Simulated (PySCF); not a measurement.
Compound: GeH₇NSi.
Cartesian coordinates in Å at the PBE0-D3(BJ)/def2-SVP level; atoms count from 1:
```
atom  x, y, z in Å
N1     1.643    0.713    0.486
Si2    0.630   -0.663    0.176
Ge3   -1.630    0.071    0.306
H4     2.638    0.574    0.631
H5     1.479    1.568   -0.034
H6     0.817   -1.343   -1.154
H7     0.919   -1.689    1.224
H8    -2.607   -1.055   -0.087
H9    -1.856    1.250   -0.664
H10   -1.984    0.553    1.725
```

Jobs on this species (10 atoms, 60 electrons) with PySCF (density fitting). Hardware of each: one thread, Arm Neoverse V1 (aarch64), on a shared host. The host was shared with other jobs, so the times are rough. Peak memory is the resident size of the whole Python process, interpreter and libraries included.

Question: Rank these jobs by wall time, shortest first.
A. delta-SCF UKS SCAN, pcX-1 on the ionised atom, pcseg-1 elsewhere, spin-free X2C; ΔSCF core ionisation, 3 holes; 116 basis functions
B. PBE0-D3(BJ)/def2-SVP, grid level 1; geometry optimisation from a GFN2-xTB start shaken at random; 99 basis functions
C. delta-SCF UKS B3LYP, pcX-2 on the ionised atom, pcseg-1 elsewhere, spin-free X2C; ΔSCF core ionisation, 3 holes; 136 basis functions

Answer: A (9.5 s), C (16 s), B (27 s).

All jobs:

| level and settings | work | basis functions | SCF cycles | wall time | peak memory |
| --- | --- | --- | --- | --- | --- |
| delta-SCF UKS PBE, pcX-2 on the ionised atom, pcseg-1 elsewhere, spin-free X2C | ΔSCF core ionisation, 3 holes | 136 | 39 | 7.7 s | 0.48 GiB |
| delta-SCF UKS HF, pcX-2 on the ionised atom, pcseg-1 elsewhere, spin-free X2C | ΔSCF core ionisation, 3 holes | 136 | 36 | 9.1 s | 0.48 GiB |
| delta-SCF UKS SCAN, pcX-1 on the ionised atom, pcseg-1 elsewhere, spin-free X2C | ΔSCF core ionisation, 3 holes | 116 | 38 | 9.5 s | 0.48 GiB |
| delta-SCF UKS SCAN, pcX-2 on the ionised atom, pcseg-1 elsewhere, non-relativistic | ΔSCF core ionisation, 3 holes | 136 | 38 | 11 s | 0.48 GiB |
| delta-SCF UKS SCAN, def2-TZVP on the ionised atom, pcseg-1 elsewhere, spin-free X2C | ΔSCF core ionisation, 3 holes | 113 | 39 | 11 s | 0.48 GiB |
| delta-SCF UKS SCAN, pcX-2 on the ionised atom, pcseg-1 elsewhere, spin-free X2C | ΔSCF core ionisation, 3 holes | 136 | 39 | 12 s | 0.39 GiB |
| delta-SCF UKS PBE0, pcX-2 on the ionised atom, pcseg-1 elsewhere, spin-free X2C | ΔSCF core ionisation, 3 holes | 136 | 36 | 15 s | 0.48 GiB |
| delta-SCF UKS B3LYP, pcX-2 on the ionised atom, pcseg-1 elsewhere, spin-free X2C | ΔSCF core ionisation, 3 holes | 136 | 36 | 16 s | 0.51 GiB |
| PBE0-D3(BJ)/def2-SVP, grid level 1 | geometry optimisation from a GFN2-xTB start shaken at random | 99 | 41 | 27 s | 0.39 GiB |

Q: What do all jobs in the table cost together?

A: About 2.0 min; the longest takes about 23 % of that, and about 3.5 times as long as the shortest.
